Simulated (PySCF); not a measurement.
**Computed properties of Ge(Me)(OH) (CH4GeO), SMILES [CH3][Ge][OH]**

Ge(Me)(OH) (CH4GeO), SMILES [CH3][Ge][OH] (connectivity only; charge and spin as stated), neutral, multiplicity 1. Geometry optimised at ωB97X-D3(BJ)/def2-TZVP. The values are those of a single conformer. All values are computed for the isolated molecule unless a solvent is named; none is compared with measurement here.

**Structure.** The optimised structure has Cs symmetry. All 15 harmonic modes at ωB97X-D3(BJ)/def2-TZVP (PySCF) are real, so it is a minimum. With heavy atoms numbered as in [Ge:1]([CH3:2])[OH:6], the shortest bond between them is Ge1–O6 at 1.798 Å and the longest Ge1–C2 at 1.977 Å.

**Vibrations.** The strongest infrared lines (harmonic, unscaled, degenerate partners summed) lie at 909 cm⁻¹ (139 km/mol, H 87 %, O 10 %), 688 cm⁻¹ (100 km/mol, O 78 %, Ge 18 %), 3888 cm⁻¹ (77 km/mol, H 94 %). The softest mode is at 31 cm⁻¹ and the zero-point energy is 31.0 kcal/mol.

**Electronic structure.** M06-2X/def2-TZVPD (PySCF) places the frontier levels at -7.48 and -1.08 eV, a gap of 6.40 eV, and gives a dipole moment of 0.75 D and a mean polarisability of 52.5 bohr³.

**Excitations.** TDA-B3LYP/def2-SVPD (PySCF) has S1 at 3.35 eV (370 nm, f = 0.037, weak); the most intense of the 10 singlets computed lies at 6.65 eV (f = 0.35). T1 (TDA) is at 2.20 eV, 1.15 eV under S1. No vertical singlet excitation falls in the visible range (under 3.1 eV).

**NMR.** GIAO shifts at B3LYP/pcSseg-1 (PySCF) (non-relativistic, atoms alike by connectivity averaged): ¹³C at 36.6 ppm against TMS; ¹H from 1.1 to 8.6 ppm against TMS.
